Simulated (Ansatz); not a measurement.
Calculated with Ansatz (gas phase, PBE0-D4/def2-TZVP geometries, no zero-point term in ΔE). CCSD(T)/CBS adds triple-zeta CCSD(T) − MP2 to the extrapolated MP2 energy (def2 sets, frozen cores). DFT in def2-TZVPP. For Ge outer-core shells are correlated without core-valence functions, which leaves a few kJ/mol of doubt a bond. Scalar relativity is left out up to krypton. One conformer a species, not always the lowest.

Consider the ligand exchange at a Ge–C bond: `C=[C]([SiH3])[GeH3]` + `NC1=C[SiH2]1` → `[GeH3][NH]C1=C[SiH2]1` + `C=C[SiH3]`.

CCSD(T)/CBS gives -17.2 kJ/mol.

(1) Another level gave -16.3 kJ/mol. Which?
A. HF/def2-TZVPP
B. SCS-MP2/def2-TZVPP
C. PBE/def2-TZVPP
D. ωB97M-V/def2-TZVPP

Largest T1 diagnostic among the species: 0.013.

Results:

(1) D. ωB97M-V -16.3, PBE -12.3, HF/def2-TZVPP -28.1, SCS-MP2/def2-TZVPP -21.4 kJ/mol.

In def2-TZVPP, CCSD(T) changes the Hartree–Fock value by +9.2 kJ/mol (the triples alone add +1.1 kJ/mol) and MP2 by +10.1 kJ/mol.
